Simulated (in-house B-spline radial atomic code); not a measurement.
**wB97X excitations of P5+**

Method: wB97X. Computed with an all-electron radial atomic-structure program (B-spline basis): linear response of the closed shell [He] 2s2 2p6 with the functional's adiabatic kernel; scalar-relativistic (spin-free one-electron X2C), finite nucleus, no spin-orbit coupling, no double excitations, S, P, D and F terms only. Only terms of natural parity with L up to 3 were computed.

Command:
```bash
python run_td.py task.json out
```
Settings (radii: box in bohr, nucleus in fm):
```
Z                        15
electrons                10
configuration            [He] 2s2 2p6
hamiltonian              x2c
method                   wb97x
box_radius               16.35
rms_radius               3.1889
intervals                72
```

Cost of the run: 0.8 s on 1 thread of Arm Neoverse N1, on a shared host.

The lowest states, in the order of their Tamm-Dancoff energies; the method's threshold (minus the highest occupied level) is 207.24 eV. Labels give the largest channel, * marks a mixed state, and oscillator strengths are full-response dipole values. Semilocal kernels can invert the small singlet-triplet splittings of Rydberg terms. Energies in eV:

```json
{"state": "2p → 3s 3P", "full response": "?", "Tamm-Dancoff": "?", "oscillator strength": "-"}
{"state": "2p → 3s 1P", "full response": "?", "Tamm-Dancoff": "?", "oscillator strength": "?"}
{"state": "2p → 3p 3S", "full response": "141.18", "Tamm-Dancoff": "141.27", "oscillator strength": "-"}
{"state": "2p → 3p 3D", "full response": "142.26", "Tamm-Dancoff": "142.29", "oscillator strength": "-"}
{"state": "2p → 3p 1D", "full response": "143.04", "Tamm-Dancoff": "143.06", "oscillator strength": "-"}
{"state": "2p → 3p 1S", "full response": "148.51", "Tamm-Dancoff": "148.95", "oscillator strength": "-"}
{"state": "2p → 3d 3P", "full response": "156.88", "Tamm-Dancoff": "156.91", "oscillator strength": "-"}
{"state": "2p → 3d 3F", "full response": "157.01", "Tamm-Dancoff": "157.03", "oscillator strength": "-"}
{"state": "2p → 3d 1F", "full response": "157.47", "Tamm-Dancoff": "157.49", "oscillator strength": "-"}
{"state": "2p → 3d 1P", "full response": "159.39", "Tamm-Dancoff": "159.49", "oscillator strength": "1.05"}
```

Q: Where does 2p → 3s 1P lie?

A: At 132.37 eV in full response, 132.40 eV in Tamm-Dancoff, oscillator strength 0.211.

Q: Where does 2p → 3s 3P lie?

A: At 131.33 eV in full response, 131.36 eV in Tamm-Dancoff.

Q: How large is the singlet-triplet splitting of 2p → 3s (P terms) in Tamm-Dancoff?

A: 1.04 eV, from the unrounded values.

Q: What polarisabilities and dispersion coefficient does the method give?

A: Dipole 0.1088 bohr³, quadrupole 0.05577 bohr⁵, C6 0.06613 hartree·bohr⁶ for two such species.
